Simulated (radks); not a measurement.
Question: Species: Fe12+. Configuration: [Ne] 3s2 3p2. Calculated with a radial shooting solver on a logarithmic mesh with Libxc functionals: non-relativistic Kohn-Sham, PBE, spin-unpolarised, spherical densities, point nucleus. Some entries of the table are withheld. Estimate them.

orbital  occ.  eigenvalue (eV)  r(max) (bohr)
1s          2              (1)        0.03896
2s          2        -1146.768            (2)
2p          6        -1038.512         0.1802
3s          2        -374.2764            (3)
3p          2              (4)         0.6429

Answer: 
(1) 1s eigenvalue (eV): -7284.761
(2) 2s r(max) (bohr): 0.2244
(3) 3s r(max) (bohr): 0.6544
(4) 3p eigenvalue (eV): -340.5857
